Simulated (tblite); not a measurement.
Compound: 2-chloro-1,4-dimethoxybenzene, C8H9ClO2.
SMILES with atom numbers: `[CH3:1][O:2][c:3]1[cH:4][cH:5][c:6]([O:7][CH3:8])[c:9]([Cl:10])[cH:11]1` (hydrogens: H12, H13, H14 on C1; H15 on C4; H16 on C5; H17, H18, H19 on C8; H20 on C11)

Computed geometry: GFN2-xTB, gas phase.

(1) Give the optimised bond lengths and angles.

Answers

(1) 
```tsv
bond	length (pm)	order
C1–O2	140.8	single
O2–C3	136.1	single
C3–C4	139.3	aromatic
C4–C5	138.1	aromatic
C5–C6	139.2	aromatic
C6–O7	136.1	single
O7–C8	140.6	single
C6–C9	139.7	aromatic
C9–Cl10	172.5	single
C9–C11	138.3	aromatic
C3–C11	139.1	aromatic
C1–H12, C1–H13, C1–H14	109.3	single
C4–H15	107.8	single
C5–H16	107.8	single
C8–H17, C8–H18, C8–H19	109.3	single
C11–H20	107.7	single
```

Bonds in one row agree within 1 pm and their mean is given. Orders are formal, as drawn. A selection of angles:
```tsv
angle	degrees
O2–C1–H12	111.5
O2–C1–H13	105.6
H12–C1–H13	109.3
C1–O2–C3	118.4
O2–C3–C4	116.3
O2–C3–C11	124.8
C4–C3–C11	118.9
C3–C4–C5	121.0
C3–C4–H15	118.5
C5–C4–H15	120.5
C4–C5–C6	120.8
C4–C5–H16	118.8
C6–C5–H16	120.4
C5–C6–O7	125.5
C5–C6–C9	117.6
O7–C6–C9	116.8
C6–O7–C8	118.4
O7–C8–H17	111.5
O7–C8–H19	105.5
H17–C8–H18	109.5
C6–C9–Cl10	118.7
C6–C9–C11	122.0
Cl10–C9–C11	119.3
C9–C11–H20	118.3
C3–C11–C9	119.6
C3–C11–H20	122.1
```

Torsions: C1–O2–C3–C4 180° (antiperiplanar); C5–C6–O7–C8 0° (synperiplanar).

The 11 heavy atoms lie in one plane (0.001 Å rms). The 6-membered ring C3–C4–C5–C6–C9–C11 has internal angles of 117.6° to 122.0° (sum 720°, against 720° for a flat polygon); it is planar, 0.00 Å rms from its mean plane, widest ring torsion 0°. The C–O distances run from 1.361 Å (O2–C3, drawn single) to 1.408 Å (C1–O2, drawn single), a spread of 0.047 Å. O7 (aryl ether oxygen) is bent (angle 118.4°). Of the pairs four or more bonds apart, C8···H16 is among the closest relative to their van der Waals radii: 2.55 Å, 88 % of the sum of Bondi's values.

Point group: Cs (every atom within 0.08 Å of its image). Its GFN2-xTB frequencies are all real (lowest 61 cm⁻¹). One conformer, not necessarily the lowest.
